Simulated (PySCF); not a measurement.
A small calculation by hand: chemical shift, span and skew from a shielding tensor

CH7BO2Si, SMILES COB(O)[SiH3]. Atoms are numbered in the order given.

```xyz
12

B      0.6440    -0.0339     0.0000
O      1.9689     0.2861     0.0000
H      2.1342     1.2352     0.0000
O      0.3681    -1.3599     0.0000
C     -0.9153    -1.9339     0.0000
H     -1.0368    -2.5682    -0.8930
H     -1.0368    -2.5682     0.8930
H     -1.7220    -1.1793     0.0000
Si    -0.8020     1.4259     0.0000
H     -1.6892     1.3515     1.2025
H     -1.6892     1.3515    -1.2025
H     -0.1556     2.7777     0.0000
```
Charge 0, spin multiplicity 1.

Geometry: B3LYP-D3(BJ)/def2-SVP. The structure was generated by enumeration, and PubChem lists no compound with its InChIKey, so it may never have been made. The values are those of a single conformer.

GIAO shieldings from PySCF with PBE/pcSseg-1, non-relativistic, no solvent. The symmetric part of the tensor of C5 has the principal values 92.1, 94.9, 175.0 ppm. The same nucleus in TMS has σ = 182.0 ppm at this level (PySCF, at its B3LYP-D3(BJ)/def2-TZVP geometry).

Q: Work out the isotropic shielding, the ¹³C shift against TMS, the span and the skew.

A: 
σ(iso) = (σ11 + σ22 + σ33)/3 = 120.7 ppm. δ = σ(ref) − σ(iso) = 182.0 − (120.7) = 61.3 ppm.
Span Ω = σ33 − σ11 = 82.9 ppm. Skew κ = 3(σ(iso) − σ22)/Ω = 0.93. Tumbling in solution averages the tensor to δ; in a static solid the shielding alone would spread this spin-1/2 line over Ω.
